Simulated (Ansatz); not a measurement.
Relaxation of Cs3Br2 with UKS PBE0-D4/def2-SVP.

```sh
$ ansatz run in.yaml --threads 4 --pin off --events-out ev --progress --plain --max-ram 4787MiB
```

```yaml
crystal:
  periodic: [false, false, false]
  atoms:
    - {symbol: Cs, position_ang: [-0.100880, -0.326910, 1.619160]}
    - {symbol: Cs, position_ang: [-1.607830, 1.887720, -1.709680]}
    - {symbol: Cs, position_ang: [1.785620, -1.149550, -2.110790]}
    - {symbol: Br, position_ang: [2.184520, -2.493810, 0.774370]}
    - {symbol: Br, position_ang: [-2.261420, 2.082540, 1.426940]}
basis:
  gaussian: {orbitals: def2-SVP}
magnetization: {spin_polarized: true, initial_magnetization: 1}
hamiltonian: {xc: pbe0, dispersion: d4}
scf: {lower_state_search: "off"}
output: {orbitals: {seedname: orbitals}}
relax: {f_tol: 0.02, max_steps: 100}
```

Run time 37 s (4 threads of AMD EPYC 7B13 on a shared host).

Positions (Å) and forces (eV/Å) at steps 1, 2, 3, 4, 5, 7, 9 of 9:

```xyz
5
step=1 energy=-141710.5400 eV
Cs   -0.101   -0.327    1.619   -0.005   -0.159    0.592
Cs   -1.608    1.888   -1.710   -0.258    0.322   -0.425
Cs    1.786   -1.150   -2.111    0.304   -0.145   -0.492
Br    2.185   -2.494    0.774    0.228   -0.279    0.129
Br   -2.261    2.083    1.427   -0.269    0.262    0.196
5
step=2 energy=-141710.8152 eV
Cs   -0.109   -0.366    1.805   -0.011   -0.080    0.346
Cs   -1.731    2.023   -1.778   -0.147    0.188   -0.232
Cs    1.919   -1.251   -2.213    0.174   -0.091   -0.277
Br    2.220   -2.525    0.763    0.053   -0.076    0.076
Br   -2.298    2.120    1.424   -0.069    0.058    0.088
5
step=3 energy=-141710.9389 eV
Cs   -0.119   -0.405    1.996   -0.007   -0.035    0.175
Cs   -1.817    2.125   -1.848   -0.083    0.106   -0.090
Cs    2.015   -1.322   -2.310    0.096   -0.066   -0.118
Br    2.224   -2.522    0.751   -0.040    0.040    0.024
Br   -2.303    2.124    1.411    0.034   -0.045    0.009
5
step=4 energy=-141711.0060 eV
Cs   -0.128   -0.438    2.180   -0.002   -0.018    0.089
Cs   -1.934    2.258   -1.897   -0.006    0.029   -0.075
Cs    2.144   -1.430   -2.397    0.014    0.001   -0.081
Br    2.175   -2.459    0.735   -0.032    0.028    0.039
Br   -2.257    2.070    1.379    0.025   -0.040    0.028
5
step=5 energy=-141711.0346 eV
Cs   -0.138   -0.477    2.376   -0.001   -0.010    0.055
Cs   -1.891    2.249   -1.959   -0.001    0.019   -0.047
Cs    2.109   -1.398   -2.456    0.007    0.000   -0.050
Br    2.107   -2.369    0.710   -0.028    0.026    0.026
Br   -2.187    1.994    1.329    0.023   -0.036    0.016
5
step=7 energy=-141711.0585 eV
Cs   -0.153   -0.545    2.757    0.005    0.013   -0.059
Cs   -1.807    2.245   -2.078    0.006   -0.005    0.020
Cs    2.043   -1.345   -2.572   -0.007   -0.002    0.020
Br    1.947   -2.160    0.666   -0.027    0.026    0.014
Br   -2.030    1.804    1.226    0.023   -0.032    0.006
5
step=9 energy=-141711.0602 eV
Cs   -0.146   -0.533    2.725    0.000    0.000    0.002
Cs   -1.789    2.246   -2.064    0.002    0.001    0.001
Cs    2.027   -1.348   -2.561   -0.001   -0.001    0.001
Br    1.949   -2.154    0.672    0.001    0.001   -0.002
Br   -2.041    1.790    1.228   -0.002   -0.001   -0.002
```

In the def2 sets Cs takes a core potential; there is no spin–orbit coupling. The relaxation made no stability test and no search for a lower SCF solution. The structure comes from a short search, and lower isomers may exist.
